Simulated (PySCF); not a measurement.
Spin-rotation constants: SMILES OCC1=CC=CCC=C1, C₈H₁₀O

Geometry:
| atom | x (Å) | y (Å) | z (Å) |
| --- | --- | --- | --- |
| O1 | 3.049 | -0.802 | 0.497 |
| C2 | 2.281 | -0.288 | -0.572 |
| C3 | 0.842 | -0.028 | -0.185 |
| C4 | 0.368 | 1.240 | -0.143 |
| C5 | -0.913 | 1.628 | 0.374 |
| C6 | -2.027 | 0.891 | 0.294 |
| C7 | -2.067 | -0.369 | -0.511 |
| C8 | -1.209 | -1.319 | 0.262 |
| C9 | 0.117 | -1.165 | 0.324 |
| H10 | 2.991 | -0.189 | 1.238 |
| H11 | 2.738 | 0.633 | -0.965 |
| H12 | 2.328 | -1.055 | -1.350 |
| H13 | 1.044 | 2.048 | -0.399 |
| H14 | -0.946 | 2.587 | 0.876 |
| H15 | -2.927 | 1.196 | 0.808 |
| H16 | -1.629 | -0.192 | -1.498 |
| H17 | -3.083 | -0.742 | -0.624 |
| H18 | -1.692 | -2.141 | 0.772 |
| H19 | 0.727 | -1.924 | 0.796 |

The calculation used GIAO KT3/pcSseg-1 magnetisability, rotational g tensor and spin-rotation constants, non-relativistic, gas phase (PySCF 2.14.0). Geometry: GFN2-xTB.

**Question.** Give the nuclear spin-rotation constants along the inertial axes (H = +C I·J) beside the isotropic shieldings.

**Answer.** Rotational constants 3.4187, 1.1693, 0.9570 GHz. A star marks the isotopologue with that one atom substituted, in its own axes.
```csv
atom,isotope,Caa (kHz),Cbb (kHz),Ccc (kHz),mean (kHz),σ (ppm)
H10,1H,-0.425,-0.109,-0.029,-0.188,31.4
H11,1H,-0.272,0.039,-0.082,-0.105,27.2
H12,1H,-0.307,-0.030,-0.014,-0.117,27.1
H13,1H,-0.184,0.060,-0.091,-0.072,25.1
H14,1H,-0.309,0.053,-0.055,-0.104,25.4
H15,1H,0.156,-0.120,-0.063,-0.009,26.5
H16,1H,-0.288,-0.115,-0.012,-0.138,30.6
H17,1H,0.023,-0.078,-0.097,-0.051,28.7
H18,1H,-0.304,0.041,-0.066,-0.110,26.5
H19,1H,-0.045,-0.017,-0.060,-0.041,24.7
O1,17O*,-0.335,-0.146,-0.113,-0.198,258.2
C2,13C*,0.763,0.282,0.211,0.419,111.3
C3,13C*,1.505,0.452,0.162,0.706,45.4
C4,13C*,1.195,0.455,0.170,0.607,61.9
C5,13C*,1.133,0.436,0.192,0.587,63.8
C6,13C*,1.160,0.341,0.220,0.574,73.5
C7,13C*,0.639,0.197,0.144,0.327,151.3
C8,13C*,1.006,0.401,0.211,0.539,74.3
C9,13C*,1.176,0.446,0.178,0.600,63.5
```
For the geometry as given, no vibrational averaging.
